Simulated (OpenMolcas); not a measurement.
# Cr2+, Mo2+, W2+: d4 down the group

```yaml
Program: OpenMolcas 26.06
Method: RASSCF
Basis: ANO-R2
Scalar_Hamiltonian: X2C, finite nucleus
Spin-orbit_coupling: state interaction with AMFI integrals over the reference wave functions, term energies averaged over their components
```

Active space for each ion: 10 electrons in 8 orbitals (RAS1 p, at most 2 holes; RAS2 d).

Computed levels in cm-1 above 5D0:

```tsv
Level	Cr2+	Mo2+	W2+
5D1	69.0	240	1912
5D2	204	673	4046
5D3	402	1249	6058
5D4	655	1930	7865
3P0(1)	18709	14140	14241
3P1(1)	19116	15462	19128
3P2(1)	19855	17442	24189
3H4	21640	16576	17049
3F2(1)	21787	17480	20320
weight of 5D in the lowest level (%)	100	99	80
```

Mixed levels, with the weight of the term that names them: W2+ 3P0(1) (68 %), W2+ 3P2(1) (72 %), W2+ 3H4 (59 %).

Measured, with the error of the calculation in %. Measured levels: Cr2+ from Sugar and Corliss, J. Phys. Chem. Ref. Data 6, 317 (1977); Mo2+ from Sugar and Musgrove, J. Phys. Chem. Ref. Data 17, 155 (1988); W2+ from NIST levels as listed in McCann et al., Mon. Not. R. Astron. Soc. 538, 537 (2025).

```
 Level           Cr2+           Mo2+            W2+
   5D1   62.2 (+11.0)     242 (-0.9)   2256 (-15.2)
   5D2    183 (+11.6)     668 (+0.7)    4461 (-9.3)
   5D3    357 (+12.7)    1224 (+2.1)    6278 (-3.5)
   5D4    576 (+13.7)    1872 (+3.1)    7687 (+2.3)
3P0(1)  16771 (+11.6)  11149 (+26.8)   9904 (+43.8)
3P1(1)  17169 (+11.3)  12510 (+23.6)               
3P2(1)  17851 (+11.2)                              
   3H4  17274 (+25.3)  12680 (+30.7)  13701 (+24.4)
3F2(1)  18452 (+18.1)
```

The fine-structure level 5D4 changes by a factor of 12 from Cr2+ to W2+.

Without spin-orbit coupling 3P(1) lies 19074, 15122, 14907 cm-1 above 5D in that order; the difference to the level 3P0(1), of either sign, comes from spin-orbit coupling, which also lowers the zero.

Without dynamic correlation excited terms often stand tens of per cent too high (terms of higher spin than the ground term too low), and those without a measured partner can miss by more than the paired ones. Active for correlation alone: 3p; no level in the range computed is led by a configuration that opens it, so any true level of that kind is missing (holds for Cr2+). Active for correlation alone: 4p; no level in the range computed is led by a configuration that opens it, so any true level of that kind is missing (holds for Mo2+). Active for correlation alone: 5p; no level in the range computed is led by a configuration that opens it, so any true level of that kind is missing (holds for W2+). Computed and measured levels are paired by configuration, term and J; levels that our copy of the source lacks, or whose pairing is in doubt (as where it misses far off the trend of its configuration), stay unpaired and out of the deviations. Levels of configurations outside the active space are missing.

A number in round brackets counts repeated terms of one configuration in the order of the reference energies.
